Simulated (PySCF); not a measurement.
A calculated (r2SCAN, PySCF 2.14, aug-cc-pVQZ, no relativity, point nucleus) atom or ion has these occupied shells.

| shell | electrons | orbital energy (eV) | rms radius, mean of both spins (bohr) |
| --- | --- | --- | --- |
| 1s α | 1 | -747.53 | 0.204 |
| 1s β | 1 | -744.75 | 0.204 |
| 2s α | 1 | -94.639 | 0.959 |
| 2s β | 1 | -88.024 | 0.959 |
| 2p α | 2 | -76.400 | 0.906 |

**Question.** Name the element and its charge.

**Answer.** F(3+) (fluorine, charge +3), in [He] 2s2 2p2, high-spin 3P determinant.
